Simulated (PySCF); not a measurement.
2-methoxybut-1-en-3-yne (C₅H₆O), SMILES C#CC(OC)=C.

Geometry: B3LYP-D3(BJ)/def2-SVP. Other conformers were not sampled.

Computed with PySCF with TDA-CAM-B3LYP/def2-SVPD.

Vertical excitations.  State labels are in the subgroup Cs.

Computed UV-visible absorptions:
```json
[
 {"state": "S1", "symmetry": "A\"", "energy (eV)": "5.58", "λ (nm)": "222", "f": "0.000", "main pairs": "HOMO→LUMO+2 84 %"},
 {"state": "S2", "symmetry": "A'", "energy (eV)": "5.68", "λ (nm)": "218", "f": "0.356", "main pairs": "HOMO→LUMO 82 %"},
 {"state": "S3", "symmetry": "A\"", "energy (eV)": "5.92", "λ (nm)": "209", "f": "0.000", "main pairs": "HOMO−1→LUMO 92 %"},
 {"state": "S4", "symmetry": "A\"", "energy (eV)": "6.36", "λ (nm)": "195", "f": "0.008", "main pairs": "HOMO→LUMO+1 75 %, HOMO→LUMO+4 12 %"},
 {"state": "S5", "symmetry": "A'", "energy (eV)": "6.67", "λ (nm)": "186", "f": "0.082", "main pairs": "HOMO−2→LUMO 65 %, HOMO−1→LUMO+2 22 %"},
 {"state": "S6", "symmetry": "A\"", "energy (eV)": "7.11", "λ (nm)": "174", "f": "0.004", "main pairs": "HOMO→LUMO+4 39 %, HOMO→LUMO+3 37 %, HOMO→LUMO+1 17 %"},
 {"state": "S7", "symmetry": "A\"", "energy (eV)": "7.31", "λ (nm)": "170", "f": "0.005", "main pairs": "HOMO−2→LUMO+2 49 %, HOMO→LUMO+3 23 %"},
 {"state": "S8", "symmetry": "A\"", "energy (eV)": "7.34", "λ (nm)": "169", "f": "0.018", "main pairs": "HOMO→LUMO+4 31 %, HOMO−2→LUMO+2 22 %, HOMO→LUMO+3 21 %, HOMO→LUMO+5 9 %"},
 {"state": "S9", "symmetry": "A\"", "energy (eV)": "7.91", "λ (nm)": "157", "f": "0.003", "main pairs": "HOMO→LUMO+5 74 %"},
 {"state": "S10", "symmetry": "A\"", "energy (eV)": "8.05", "λ (nm)": "154", "f": "0.001", "main pairs": "HOMO−3→LUMO 82 %"},
 {"state": "T1", "symmetry": "A'", "energy (eV)": "3.14", "λ (nm)": "395", "f": "0", "main pairs": "HOMO→LUMO 93 %"},
 {"state": "T2", "symmetry": "A\"", "energy (eV)": "5.18", "λ (nm)": "239", "f": "0", "main pairs": "HOMO→LUMO+2 56 %, HOMO−1→LUMO 23 %, HOMO−2→LUMO+2 11 %"},
 {"state": "T3", "symmetry": "A'", "energy (eV)": "5.28", "λ (nm)": "235", "f": "0", "main pairs": "HOMO−2→LUMO 40 %, HOMO−1→LUMO+2 36 %"},
 {"state": "T4", "symmetry": "A\"", "energy (eV)": "5.66", "λ (nm)": "219", "f": "0", "main pairs": "HOMO−1→LUMO 67 %, HOMO→LUMO+2 27 %"}
]
```
Triplets are in the Tamm–Dancoff approximation.
